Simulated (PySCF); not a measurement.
Compound: C7H8.
Structure used (GFN2-xTB), in Å, numbered top down from 1:
```
atom  x, y, z in Å
C1    -3.3791   -0.2215   -0.4633
C2    -2.1550   -0.1251    0.3030
C3    -1.1509   -0.0463    0.9516
C4     0.0857    0.0575    1.7117
C5     1.2343    0.0942    0.8191
C6     2.1608    0.1277    0.0606
C7     3.2926    0.1651   -0.8409
H8    -3.7023   -1.2605   -0.5246
H9    -3.2179    0.1581   -1.4721
H10   -4.1652    0.3648    0.0122
H11    0.0655    0.9724    2.3158
H12    0.1757   -0.8029    2.3853
H13    3.8384   -0.7774   -0.7951
H14    2.9476    0.3244   -1.8625
H15    3.9652    0.9774   -0.5650
```

The closed-shell SCF was solved with PySCF and density fitting under several settings on one GFN2-xTB geometry (grid level 2 and gas phase unless stated).

| settings | basis functions | SCF cycles | E (Eh) | HOMO (eV) | LUMO (eV) | dipole (D) |
| --- | --- | --- | --- | --- | --- | --- |
| PBE0/pcSseg-1 | 159 | 13 | -271.0615 | -7.07 | 1.20 | 0.40 |
| PBE0/def2-SVPD | 204 | 14 | -270.9089 | -7.08 | 0.67 | 0.39 |
| BLYP/6-311+G(2d,p), start guess sap | 237 | 14 | -271.3866 | -5.72 | -0.26 | 0.38 |
| PBE0/3-21G | 79 | 13 | -269.6116 | -6.95 | 1.66 | 0.37 |
| wB97X-D/pcseg-1 | 138 | 12 | -271.2771 | -8.95 | 2.97 | 0.41 |
| CAM-B3LYP/MINI, fitting basis def2-universal-jkfit | 43 | 8 | -268.9869 | -10.73 | 0.82 | 0.33 |

**Question.** Estimate the rows for these settings: (1) PBE0/6-311+G(2d,p); (2) PBE0/def2-SVP, start guess atom, damping 0.3 at the start, DIIS from the seventh cycle; (3) PBE0/pcSseg-1, grid level 3, level shift 0.1 Eh.

**Answer.** 
| settings | basis functions | SCF cycles | E (Eh) | HOMO (eV) | LUMO (eV) | dipole (D) |
| --- | --- | --- | --- | --- | --- | --- |
| PBE0/6-311+G(2d,p) | 237 | 14 | -271.1697 | -7.06 | 0.35 | 0.40 |
| PBE0/def2-SVP, start guess atom, damping 0.3 at the start, DIIS from the seventh cycle | 138 | 13 | -270.8996 | -6.98 | 1.36 | 0.37 |
| PBE0/pcSseg-1, grid level 3, level shift 0.1 Eh | 159 | 10 | -271.0615 | -7.07 | 1.20 | 0.40 |

**Question.** Over all rows, what range does the HOMO–LUMO gap span?

**Answer.** From 5.46 eV (BLYP/6-311+G(2d,p), start guess sap) to 11.92 eV (wB97X-D/pcseg-1). The functional of the narrowest has no exact exchange, that of the widest range-separated exact exchange.

**Question.** And the dipole moment?

**Answer.** From 0.33 D (CAM-B3LYP/MINI, fitting basis def2-universal-jkfit) to 0.41 D (wB97X-D/pcseg-1); the largest is 1.24 times the smallest, and the median is 0.39 D.

**Question.** Compare two rows with the functional PBE0: PBE0/def2-SVPD and PBE0/def2-SVP, start guess atom, damping 0.3 at the start, DIIS from the seventh cycle. Which energy is lower, and by how much?

**Answer.** PBE0/def2-SVPD (204 functions) lies 0.0093 Eh or 5.8 kcal/mol below PBE0/def2-SVP, start guess atom, damping 0.3 at the start, DIIS from the seventh cycle (138 functions).

wB97X-D ran without the empirical dispersion term, which would shift the total energy alone. Cycle counts include a coarse-grid stage where the run had one. All basis functions are spherical, in the Pople sets too.
